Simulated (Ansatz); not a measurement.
A structure relaxed at PBE0-D4/def2-TZVP, charge 0, multiplicity 1:

```csv
atom,x (Å),y (Å),z (Å)
O1,0.229,1.029,1.062
Zr2,-0.058,-0.260,-0.268
Br3,-1.364,-2.146,0.696
Br4,-1.325,0.777,-2.143
Br5,2.144,-1.085,-1.087
H6,0.374,1.684,1.740
```

Question: Give its formula and SMILES.

Answer: Br3HOZr, `[OH][Zr]([Br])([Br])[Br]`.

Question: Point group (tolerance 0.08 Å, 0.16 Å for H)?

Answer: C3v.

Question: Summarise the bond lengths by kind.

Answer: 1 × O–Zr 1.874 Å; 1 × H–O 0.954 Å; 3 × Br–Zr 2.489 Å.

Computed with Ansatz.
